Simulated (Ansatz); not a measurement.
Geometry optimisation, Ansatz 0.2.0, RHF/def2-SVP.

input.yaml

```yaml
crystal:
  periodic: [false, false, false]
  atoms:
    - { symbol: Li, position_ang: [-0.63472, 1.66035, -1.95486] }
    - { symbol: C, position_ang: [-0.04922, 0.51039, -0.56465] }
    - { symbol: C, position_ang: [1.27102, 0.67239, -0.42876] }
    - { symbol: Ge, position_ang: [-0.85763, -0.79063, 0.65566] }
    - { symbol: H, position_ang: [1.84556, 1.36676, -1.04577] }
    - { symbol: H, position_ang: [1.87871, 0.13265, 0.29966] }
    - { symbol: H, position_ang: [0.07033, -1.48906, 1.62578] }
    - { symbol: H, position_ang: [-1.57786, -1.89112, -0.08996] }
    - { symbol: H, position_ang: [-1.94619, -0.17174, 1.50291] }
basis:
  gaussian: { orbitals: def2-SVP }
hamiltonian:
  xc: hf
relax:
  f_tol: 0.02
  max_steps: 50
```

Command:

```bash
$ ansatz run input.yaml --threads 2 --pin off --max-ram 3072MiB --backend cpu --events-out ev --progress --plain --runs-dir out
```

Where does it end, and by what steps?

It converged. After 9 steps the energy has fallen by 0.093 eV; Li1 moved furthest, 0.26 Å.

| step | energy less start (eV) | largest force component (eV/Å) | accepted |
| --- | --- | --- | --- |
| 0 | 0.0000 | 0.687 | yes |
| 1 | -0.0732 | 0.332 | yes |
| 2 | -0.0833 | 0.078 | yes |
| 3 | -0.0838 | 0.139 | yes |
| 4 | -0.0872 | 0.100 | yes |
| 5 | -0.0900 | 0.114 | yes |
| 6 | -0.0920 | 0.116 | yes |
| 7 | -0.0928 | 0.082 | yes |
| 8 | -0.0930 | 0.039 | yes |
| 9 | -0.0930 | 0.011 | yes |

```xyz
9
Properties=species:S:1:pos:R:3
Li -0.889 1.599 -1.944
C 0.005 0.509 -0.550
C 1.329 0.652 -0.394
Ge -0.859 -0.768 0.631
H 1.927 1.341 -1.000
H 1.936 0.110 0.337
H 0.102 -1.474 1.618
H -1.584 -1.877 -0.173
H -1.967 -0.092 1.476
```

The run took 12 s on 2 threads of Arm Neoverse V2 (shared host), peak memory 0.19 GiB.
